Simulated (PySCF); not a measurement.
Several molecules and their computed UV-vis stick spectra, shuffled. Theory: PySCF 2.14.0, density-fitted response routines, TDDFT CAM-B3LYP/def2-SVPD, vertical, gas phase, core orbitals frozen in the response. Geometries: PBE0-D3(BJ)/def2-SVP; one conformer of each isolated species. Triplets are in the Tamm–Dancoff approximation. Relativistic effects are left out although some hold elements past zinc.

A. `CO[C@](C)(F)CF`
B. `[SH][GeH3]`
C. `C=C(C)n1cccc1`
D. `[C@H]1(C#N)CC1=C(C)C`
E. `C=CP1(=S)CCSCC1`

Lowest singlet levels (six at most, fewer where fewer were computed) with oscillator strengths:

1. 6.71 eV (f 0.226); 6.87 eV (f 0.208); 6.99 eV (f 0.168); 7.20 eV (f 0.016); 7.30 eV (f 0.011); 7.50 eV (f 0.009); T1 4.19 eV
2. 5.20 eV (f 0.089); 5.52 eV (f 0.302); 6.18 eV (f 0.009); 6.39 eV (f 0.013); 6.90 eV (f 0.020); 7.06 eV (f 0.000); T1 3.65 eV
3. 5.67 eV (f 0.016); 5.88 eV (f 0.017); 7.29 eV (f 0.000); 7.34 eV (f 0.001); 7.51 eV (f 0.003); 7.83 eV (f 0.110); T1 5.23 eV
4. 7.98 eV (f 0.004); 8.58 eV (f 0.006); 8.72 eV (f 0.028); 9.10 eV (f 0.003); 9.21 eV (f 0.017); 9.48 eV (f 0.017)
5. 5.02 eV (f 0.000); 5.09 eV (f 0.007); 5.57 eV (f 0.000); 5.94 eV (f 0.031); 6.03 eV (f 0.049); 6.23 eV (f 0.017); T1 4.27 eV

**Question.** Which spectrum belongs to which structure?

**Answer.** 1 = D, 2 = C, 3 = B, 4 = A, 5 = E.
- A: S1 at 7.98 eV, HOMO→LUMO (89%); Löwdin shares by element: HOMO oxygen 49%, carbon 27% or more (atoms not listed hold the other 24%); LUMO carbon 34% or more, hydrogen 18% or more (atoms not listed hold the other 48%); HOMO -9.79 and LUMO 1.19 eV.
- B: S1 at 5.67 eV, HOMO→LUMO (84%); Löwdin shares by element: HOMO sulfur 76%, germanium 11%, hydrogen 6% or more; LUMO germanium 35%, sulfur 33%, hydrogen 22% or more; HOMO -8.66 and LUMO 0.45 eV; point group Cs, 1 of its 6 listed states under f = 0.0005.
- C: S1 at 5.20 eV, HOMO→LUMO (97%); Löwdin shares by element: HOMO carbon 63% or more, nitrogen 10% (atoms not listed hold the other 26%); LUMO carbon 57% or more (atoms not listed hold the other 43%); HOMO -7.49 and LUMO 0.56 eV.
- D: S1 at 6.71 eV, HOMO→LUMO (69%), HOMO→LUMO+1 (17%); Löwdin shares by element: HOMO carbon 76% or more (atoms not listed hold the other 24%); LUMO carbon 47% or more, hydrogen 10% or more (atoms not listed hold the other 43%); HOMO -8.70 and LUMO 0.77 eV.
- E: S1 at 5.02 eV, HOMO-1→LUMO (87%), HOMO-2→LUMO (10%); Löwdin shares by element: HOMO sulfur 74% or more, phosphorus 13%, carbon 8% or more; LUMO carbon 66% or more, phosphorus 8%, hydrogen 6% or more (atoms not listed hold the other 20%); HOMO -7.72 and LUMO 0.14 eV; point group Cs, 2 of its 6 listed states under f = 0.0005.
